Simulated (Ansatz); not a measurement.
Abridged output of a molecular run in Ansatz:

```
Functional definition: HF
1281 factors; integrals over basis functions are off by at most 9.5e-4 eV
mean field evaluation 1: about -10217.3775 eV, gradient 3.8e1 eV
mean field evaluation 2: about -10217.5322 eV, gradient 3.8e1 eV
mean field evaluation 4: about -10221.1882 eV, gradient 4.3e0 eV
mean field evaluation 8: about -10221.2601 eV, gradient 3.0e-1 eV
mean field evaluation 16: about -10221.2611 eV, gradient 1.5e-6 eV
mean field -10221.26107478 eV, -375.6244162787 hartree, gradient 1.5e-6 eV, S^2 0.000000; 0 other end points of the search recorded, 0 dependent functions left out; unrestricted orbitals would lower it
8 core orbitals not correlated: weight in the atoms' cores, before any rotation towards them, 1.000 or more for the frozen orbitals, at most 0.000 for the correlated occupied ones
reference -10221.26107478 eV, -375.6244162787 hartree; 11, 11 occupied and 200, 200 virtual orbitals, 1281 factors
second order -16.83505613 eV of doubles, -0.00000000 eV of singles
cycle   1  -17.33513515 eV  change   -5.0e-1 eV  update   9.0e-2
cycle   2  -17.81602406 eV  change   -4.8e-1 eV  update   2.9e-2
cycle   3  -17.90282119 eV  change   -8.7e-2 eV  update   1.3e-2
cycle   4  -17.89897136 eV  change    3.8e-3 eV  update   3.3e-3
cycle   5  -17.89995184 eV  change   -9.8e-4 eV  update   1.3e-3
cycle   6  -17.90000973 eV  change   -5.8e-5 eV  update   3.4e-4
cycle   7  -17.89992506 eV  change    8.5e-5 eV  update   1.2e-4
cycle   8  -17.89994786 eV  change   -2.3e-5 eV  update   4.9e-5
cycle   9  -17.89995230 eV  change   -4.4e-6 eV  update   1.9e-5
perturbative correction -0.75184719 eV, -0.0276298748 hartree
Total energy: -10239.91287428 eV, -376.3098572674 hartree
```

Its atoms:

Z-matrix (Å, degrees):
```
C
Al 1 1.942
H 1 1.095 2 111.2
H 1 1.092 2 111.0 3 -120.7
H 1 1.095 2 111.3 3 118.4
C 2 1.985 1 118.8 3 120.0
H 2 1.593 1 122.8 3 -60.0
N 6 1.278 2 115.1 1 0.9
H 6 1.104 2 124.7 1 -179.2
H 8 1.025 6 112.2 2 179.9
```

Task: Which basis set was used?
A. def2-TZVPPD
B. def2-QZVPP
C. def2-TZVPP
D. cc-pV(Q+d)Z

Result: C. It gives 219 functions.

Task: Write the keys of the input that set method, charge and spin (a neutral closed shell needs none for the last two).

Result: 
```yaml
correlation: {method: ccsd_t}
```
